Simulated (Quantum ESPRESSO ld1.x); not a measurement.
Results of a calculation; reference values are marked as such.
The arsenic ion As5+, 28 electrons, occupied as [Ar] 3d10 (the NIST ground configuration).

Code: ld1.x of Quantum ESPRESSO 7.5. Model: scalar-relativistic Kohn-Sham, LDA (Slater exchange, Perdew-Zunger correlation), spin-unpolarised, spherical densities, point nucleus.

Energy parts (hartree):
total: -2251.4877
kinetic: 2294.1923
electron-nucleus: -5360.1148
Hartree: 893.1957
exchange-correlation: -78.7610

Orbitals (lengths in bohr, moments of r in powers of bohr; r(90%) holds 90 % of the orbital's charge):
orbital  occ.  eigenvalue (hartree)  r(90%)      <r>
1s          2              -432.467  0.0814  0.04556
2s          2              -57.0373   0.314   0.2031
2p          6              -50.3782   0.290   0.1773
3s          2              -9.43463   0.893   0.5983
3p          6              -7.37071   0.944   0.6155
3d         10              -3.95268    1.10   0.6606

The highest occupied level is 3d at -107.56 eV. Summed over all electrons, <r^2> = 9.256 bohr^2, which gives a Langevin (diamagnetic) susceptibility term of -7.33 x 10^-6 cm^3/mol. The density falls to 0.001 e/bohr^3 at r = 2.17 bohr.

Run on one thread of a shared host, so times are rough (Intel(R) Xeon(R) Processor @ 2.60GHz): 0.68 s of CPU time, 0.72 s wall, 30 iterations on 2013 mesh points.
